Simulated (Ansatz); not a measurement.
Born–Oppenheimer molecular dynamics of GeH4O2 (7 atoms, charge 0, multiplicity 1). It starts from a relaxed structure.

Method: Ansatz, RKS PBE-D4/def2-SVP.

| Item | Value |
| --- | --- |
| ensemble | NVT, Langevin thermostat |
| time step | 0.5 fs |
| steps asked | 100 |
| set temperature | 3000 K |
| friction | 0.02 /fs |
| seed | 766808 |

First frame:

```xyz
7
Properties=species:S:1:pos:R:3
Ge -0.088 -0.015 0.050
O 0.020 -0.028 1.846
H -0.854 0.159 2.239
H 1.380 -0.234 -0.391
H -0.765 1.269 -0.490
O -1.178 -1.325 -0.528
H -0.815 -2.198 -0.288
```

Question: How far do the bonds stretch over the last three quarters of this one trajectory? (Pairs bonded in most of those frames.)

Answer: 
| bond | mean (Å) | spread (Å) | shortest | longest |
| --- | --- | --- | --- | --- |
| Ge1–O2 | 1.819 | 0.030 | 1.76 | 1.86 |
| Ge1–H4 | 1.557 | 0.053 | 1.44 | 1.64 |
| Ge1–H5 | 1.573 | 0.128 | 1.37 | 1.78 |
| Ge1–O6 | 1.838 | 0.084 | 1.70 | 1.93 |
| O2–H3 | 1.004 | 0.093 | 0.85 | 1.16 |
| O6–H7 | 1.007 | 0.080 | 0.87 | 1.15 |

Mean temperature of the second half: 2412 K. The mean temperature of the second half is 20 % below the set value. A run of 0.05 ps of so small a system gives no equilibrium averages.

Run time: 2.9 min on 1 thread of Arm Neoverse V1, on a shared host, peak memory 0.14 GiB.
